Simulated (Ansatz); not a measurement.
`O[B]([SeH])[SnH3]` at its PBE0-D4/def2-TZVP geometry, where that method's forces vanish. The species carries charge 0 and has multiplicity 1. Sn: def2 effective core potential.

```json
{"atom": "O1", "x (Å)": "-0.307", "y (Å)": "1.484", "z (Å)": "1.052"}
{"atom": "B2", "x (Å)": "0.312", "y (Å)": "0.668", "z (Å)": "0.168"}
{"atom": "Se3", "x (Å)": "1.981", "y (Å)": "1.249", "z (Å)": "-0.633"}
{"atom": "Sn4", "x (Å)": "-0.528", "y (Å)": "-1.358", "z (Å)": "-0.415"}
{"atom": "H5", "x (Å)": "-1.129", "y (Å)": "1.134", "z (Å)": "1.405"}
{"atom": "H6", "x (Å)": "2.041", "y (Å)": "2.542", "z (Å)": "0.068"}
{"atom": "H7", "x (Å)": "-2.052", "y (Å)": "-1.542", "z (Å)": "0.357"}
{"atom": "H8", "x (Å)": "-0.777", "y (Å)": "-1.522", "z (Å)": "-2.095"}
{"atom": "H9", "x (Å)": "0.460", "y (Å)": "-2.655", "z (Å)": "0.093"}
```

(1) For each bond, give half the difference of the two atoms' forces along it (eV/Å; positive pushes the atoms apart) under PBE-D4, r2SCAN-D4, B3LYP-D4, ωB97M-V in def2-TZVPP. (Estimate.)

## Answers

(1) Computed: 
| bond | length (Å) | PBE-D4 | r2SCAN-D4 | B3LYP-D4 | ωB97M-V |
| --- | --- | --- | --- | --- | --- |
| O1–B2 | 1.353 | 0.35 | 0.17 | 0.05 | 0.15 |
| O1–H5 | 0.961 | 0.34 | -0.01 | -0.03 | -0.08 |
| B2–Se3 | 1.941 | 0.03 | 0.03 | 0.09 | 0.01 |
| B2–Sn4 | 2.269 | -0.18 | -0.07 | 0.01 | -0.05 |
| Se3–H6 | 1.472 | 0.29 | 0.00 | 0.04 | -0.12 |
| Sn4–H7 | 1.718 | 0.11 | 0.00 | 0.02 | -0.07 |
| Sn4–H8 | 1.706 | 0.10 | -0.01 | 0.03 | -0.06 |
| Sn4–H9 | 1.707 | 0.11 | 0.00 | 0.03 | -0.06 |

B3LYP here is the variant with VWN-RPA as its local correlation; programs differ in this.
